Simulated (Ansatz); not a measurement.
`C[C](=N)[SnH3]` + `S=C[SiH2]S` → `S=C[SiH2][SnH3]` + `CC(=N)S`  (formal exchange of groups at the Sn–C bond)

Program: Ansatz. Geometries: PBE0-D4/def2-TZVP. ΔE: electronic, gas phase. CCSD(T)/CBS is the MP2 limit (def2-TZVPP, def2-QZVPP) plus CCSD(T) − MP2 in def2-TZVPP, frozen cores. DFT in def2-TZVPP. Elements past krypton have def2 core potentials. For Sn outer-core shells are correlated without core-valence functions, which leaves a few kJ/mol of doubt a bond. One conformer a species, not always the lowest.

| level | ΔE (kJ/mol) | difference from CCSD(T)/CBS |
| --- | --- | --- |
| r2SCAN-D4 | 14.1 | -12.4 |
| ωB97M-V | 25.8 | -0.7 |
| PBE0 | 13.6 | -12.9 |
| HF/def2-TZVPP | 31.0 | 4.5 |
| SCS-MP2/def2-TZVPP | 30.5 | 4.0 |
| CCSD(T)/def2-TZVPP | 27.7 | 1.2 |
| HF/def2-QZVPP | 31.4 | 4.9 |
| MP2/def2-QZVPP | 28.0 | 1.5 |
| SCS-MP2/def2-QZVPP | 30.2 | 3.7 |
| HF/CBS(def2) | 31.4 | 4.9 |
| CCSD(T)/CBS | 26.5 | 0 |

Largest T1 diagnostic among the species: 0.015.

From PBE to PBE0 (25 % exact exchange), in def2-TZVPP and without D4, ΔE moves by +3.3 kJ/mol.
